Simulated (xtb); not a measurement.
xtb job for B(H)(NHMe)(OH) (CH6BNO), SMILES CNBO, GFN2-xTB. 

```
$ xtb mol.xyz --gfn 2 --ohess tight --chrg 0 --uhf 0 --json
$ cat mol.xyz
10

B      0.10430000     0.17070000     1.30150000
H      0.37060000    -0.34070000     2.40510000
N      0.11390000    -0.61280000     0.16170000
C     -0.10990000    -0.33600000    -1.21850000
H      0.28530000    -1.66330000     0.29280000
H     -1.11140000    -0.66990000    -1.53750000
H      0.65890000    -0.72180000    -1.87880000
H     -0.08410000     0.77720000    -1.32010000
O     -0.05920000     1.52170000     1.31310000
H     -0.22180000     1.84240000     0.39320000
```

It prints:

```
[banner left out]
          |                Calculation Setup                |
           -------------------------------------------------



           -------------------------------------------------
          |                 G F N 2 - x T B                 |
           -------------------------------------------------

        Reference                      10.1021/acs.jctc.8b01176
      * Hamiltonian:
        H0-scaling (s, p, d)           1.850000    2.230000    2.230000
        zeta-weighting                 0.500000
      * Dispersion:
        s8                             2.700000
        a1                             0.520000
        a2                             5.000000
        s9                             5.000000
      * Repulsion:
        kExp                           1.500000    1.000000
        rExp                           1.000000
      * Coulomb:
        alpha                          2.000000
        third order                    shell-resolved
        anisotropic                    true
        a3                             3.000000
        a5                             4.000000
        cn-shift                       1.200000
        cn-exp                         4.000000
        max-rad                        5.000000


          ...................................................
          :                      SETUP                      :
          :.................................................:
          :  # basis functions                  22          :
          :  # atomic orbitals                  22          :
          :  # shells                           14          :
          :  # electrons                        24          :
          :  max. iterations                   250          :
          :  Hamiltonian                  GFN2-xTB          :
          :  restarted?                      false          :
          :  GBSA solvation                  false          :
[...]
         9        2.0000           -0.4646828             -12.6447
        10        2.0000           -0.4468152             -12.1585
        11        2.0000           -0.4169221             -11.3450
        12        2.0000           -0.3771707             -10.2633 (HOMO)
        13                         -0.1349747              -3.6728 (LUMO)
        14                          0.0504697               1.3734
        15                          0.0918057               2.4982
        16                          0.1262016               3.4341
        17                          0.1861233               5.0647
        18                          0.2000117               5.4426
        19                          0.2380525               6.4777
        20                          0.4017997              10.9335
        21                          0.4703656              12.7993
        22                          0.5536030              15.0643
      -------------------------------------------------------------
                  HL-Gap            0.2421960 Eh            6.5905 eV
             Fermi-level           -0.2560727 Eh           -6.9681 eV

     #   Z          covCN         q      C6AA      α(0)
     1   5 B        2.568     0.337    17.272     7.102
     2   1 H        0.939    -0.108     5.849     3.781
     3   7 N        2.608    -0.279    27.206     7.747
     4   6 C        3.682    -0.028    21.290     6.607
     5   1 H        0.860     0.147     1.425     1.870
     6   1 H        0.924     0.034     2.525     2.485
     7   1 H        0.924     0.035     2.519     2.482
     8   1 H        0.925     0.039     2.467     2.456
     9   8 O        1.593    -0.463    22.157     6.352
    10   1 H        0.806     0.287     0.763     1.372

 Mol. C6AA /au·bohr⁶  :        774.276644
 Mol. C8AA /au·bohr⁸  :      16461.799272
 Mol. α(0) /au        :         42.254312


Wiberg/Mayer (AO) data.
largest (>0.10) Wiberg bond orders for each atom

 ---------------------------------------------------------------------------
     #   Z sym  total        # sym  WBO       # sym  WBO       # sym  WBO
 ---------------------------------------------------------------------------
     1   5 B    3.439 --     3 N    1.271     9 O    1.186     2 H    0.948
     2   1 H    0.988 --     1 B    0.948
     3   7 N    3.344 --     1 B    1.271     4 C    1.025     5 H    0.958
     4   6 C    3.985 --     3 N    1.025     7 H    0.979     8 H    0.979
                             6 H    0.979
     5   1 H    0.979 --     3 N    0.958
     6   1 H    0.999 --     4 C    0.979
     7   1 H    0.999 --     4 C    0.979
     8   1 H    0.999 --     4 C    0.979
     9   8 O    2.165 --     1 B    1.186    10 H    0.888
    10   1 H    0.918 --     9 O    0.888
 ---------------------------------------------------------------------------

Topologies differ in total number of bonds
Writing topology from bond orders to xtbtopo.mol

molecular dipole:
                 x           y           z       tot (Debye)
 q only:       -0.077      -0.258      -0.810
   full:       -0.118      -0.291      -1.135       2.994
molecular quadrupole (traceless):
                xx          xy          yy          xz          yz          zz
 q only:        0.594      -0.511       1.828      -0.060      -2.796      -2.423
  q+dip:        0.805      -0.685       2.915      -0.186      -3.362      -3.720
   full:        1.216      -0.649       2.834      -0.264      -3.559      -4.050

           -------------------------------------------------
          |                Geometry Summary                 |
           -------------------------------------------------

      molecular mass/u    :       58.8755166
   center of mass at/Å    :        0.0182608       0.2050728       0.3568980
  moments of inertia/u·Å² :        0.2741058E+02   0.9450476E+02   0.1187432E+03
rotational constants/cm⁻¹ :        0.6150045E+00   0.1783787E+00   0.1419671E+00
Molecule has the following symmetry elements: (sigma)
It seems to be the Cs point group

 * 9 selected distances

     #   Z          #   Z                                           value/Å
     1   5 B        2   1 H                                       1.1710053
     1   5 B        3   7 N                                       1.4034273
     3   7 N        4   6 C                                       1.4460450 (max)
     3   7 N        5   1 H                                       1.0071743
     4   6 C        6   1 H                                       1.0944982
     4   6 C        7   1 H                                       1.0941918
     4   6 C        8   1 H                                       1.0891663
     1   5 B        9   8 O                                       1.3502803
     9   8 O       10   1 H                                       0.9574053 (min)

 * 7 distinct bonds (by element types)

   Z      Z             #   av. dist./Å        max./Å        min./Å
   1 H    5 B           1     1.1710053     1.1710053     1.1710053
   1 H    6 C           3     1.0926188     1.0944982     1.0891663
   1 H    7 N           1     1.0071743     1.0071743     1.0071743
   5 B    7 N           1     1.4034273     1.4034273     1.4034273
   6 C    7 N           1     1.4460450     1.4460450     1.4460450
   1 H    8 O           1     0.9574053     0.9574053     0.9574053
   5 B    8 O           1     1.3502803     1.3502803     1.3502803

           -------------------------------------------------
          |               Frequency Printout                |
           -------------------------------------------------
 projected vibrational frequencies (cm⁻¹)
eigval :       -0.00    -0.00    -0.00    -0.00     0.00     0.00
eigval :       40.32   243.77   258.21   552.79   567.03   592.98
eigval :      808.55   908.73   963.50  1066.14  1099.19  1111.85
eigval :     1179.77  1325.49  1412.48  1448.69  1481.57  1503.10
eigval :     2636.75  2925.97  2952.19  3011.41  3476.59  3607.15
 reduced masses (amu)
   1: 12.67   2: 11.88   3: 10.45   4: 10.10   5:  9.17   6: 13.65   7:  1.84   8:  7.60
   9: 10.86  10:  9.29  11:  5.46  12:  2.38  13:  3.17  14:  9.80  15:  3.84  16:  3.92
  17:  4.68  18:  3.67  19:  9.81  20:  6.57  21:  3.78  22:  7.73  23:  1.55  24:  2.15
  25:  1.80  26:  1.93  27:  1.52  28:  1.63  29:  1.84  30:  1.87
 IR intensities (km·mol⁻¹)
   1:  1.56   2:  0.28   3:  1.13   4:  1.67   5:  3.65   6:  0.30   7:  1.27   8:  3.64
   9:  1.53  10: 23.24  11:153.53  12:153.71  13: 45.97  14: 35.90  15: 50.09  16: 39.83
  17: 82.26  18:  0.32  19: 60.71  20:281.25  21: 60.23  22:220.82  23:  3.75  24: 39.99
  25:180.63  26: 55.69  27: 62.21  28: 34.82  29:  3.07  30:  4.97
 Raman intensities (Ä⁴*amu⁻¹)
   1:  0.00   2:  0.00   3:  0.00   4:  0.00   5:  0.00   6:  0.00   7:  0.00   8:  0.00
   9:  0.00  10:  0.00  11:  0.00  12:  0.00  13:  0.00  14:  0.00  15:  0.00  16:  0.00
  17:  0.00  18:  0.00  19:  0.00  20:  0.00  21:  0.00  22:  0.00  23:  0.00  24:  0.00
  25:  0.00  26:  0.00  27:  0.00  28:  0.00  29:  0.00  30:  0.00
 output can be read by thermo (or use thermo option).
 writing <g98.out> molden fake output.
 recommended (thermochemical) frequency scaling factor: 1.0
           -------------------------------------------------
          |             Thermodynamic Functions             |
           -------------------------------------------------

cs  symmetry found (for desy threshold:  0.10E+00) used in thermo

          ...................................................
          :                      SETUP                      :
          :.................................................:
          :  # frequencies                          24      :
          :  # imaginary freq.                       0      :
          :  linear?                             false      :
          :  only rotor calc.                    false      :
          :  symmetry                               cs      :
          :  rotational number                       1      :
          :  scaling factor                  1.0000000      :
          :  rotor cutoff                   50.0000000 cm⁻¹ :
Note: The following floating-point exceptions are signalling: IEEE_UNDERFLOW_FLAG IEEE_DENORMAL
normal termination of xtb
          :  imag. cutoff                  -20.0000000 cm⁻¹ :
          :.................................................:

    mode    ω/cm⁻¹     T·S(HO)/kcal·mol⁻¹    T·S(FR)/kcal·mol⁻¹   T·S(vib)
   ------------------------------------------------------------------------
       1     40.32    -1.56325 ( 29.73%)    -1.11873 ( 70.27%)    -1.25087
       2    243.77    -0.52927 ( 99.82%)    -0.58699 (  0.18%)    -0.52938
       3    258.21    -0.49906 ( 99.86%)    -0.56996 (  0.14%)    -0.49916
   ------------------------------------------------------------------------

   temp. (K)  partition function   enthalpy   heat capacity  entropy
                                   cal/mol     cal/K/mol   cal/K/mol   J/K/mol
 298.15  VIB   15.0                 1666.688     11.196      9.919
         ROT  0.424E+05              888.752      2.981     24.153
         INT  0.634E+06             2555.440     14.177     34.072
         TR   0.437E+27             1481.254      4.968     38.122
         TOT                        4036.6941    19.1448    72.1938   302.0587

       T/K    H(0)-H(T)+PV         H(T)/Eh          T*S/Eh         G(T)/Eh
   ------------------------------------------------------------------------
    298.15    0.643288E-02    0.865656E-01    0.343016E-01    0.522640E-01
   ------------------------------------------------------------------------

         :::::::::::::::::::::::::::::::::::::::::::::::::::::
         ::                  THERMODYNAMIC                  ::
         :::::::::::::::::::::::::::::::::::::::::::::::::::::
         :: total free energy         -13.433845343301 Eh   ::
         ::.................................................::
         :: total energy              -13.486109386690 Eh   ::
         :: zero point energy           0.080132744311 Eh   ::
         :: G(RRHO) w/o ZPVE           -0.027868700921 Eh   ::
         :: G(RRHO) contrib.            0.052264043389 Eh   ::
         :::::::::::::::::::::::::::::::::::::::::::::::::::::

optimized geometry written to: xtbopt.xyz


           -------------------------------------------------
          | TOTAL ENERGY              -13.486109386690 Eh   |
          | TOTAL ENTHALPY            -13.399543760841 Eh   |
          | TOTAL FREE ENERGY         -13.433845343301 Eh   |
          | GRADIENT NORM               0.000737255003 Eh/α |
          | HOMO-LUMO GAP               6.590487478729 eV   |
           -------------------------------------------------

------------------------------------------------------------------------
------------------------------------------------------------------------
 total:
 SCF:
 ANC optimizer:
 analytical hessian:
```

The run converged.

Cost: about 0.3 core-seconds (a rough figure).
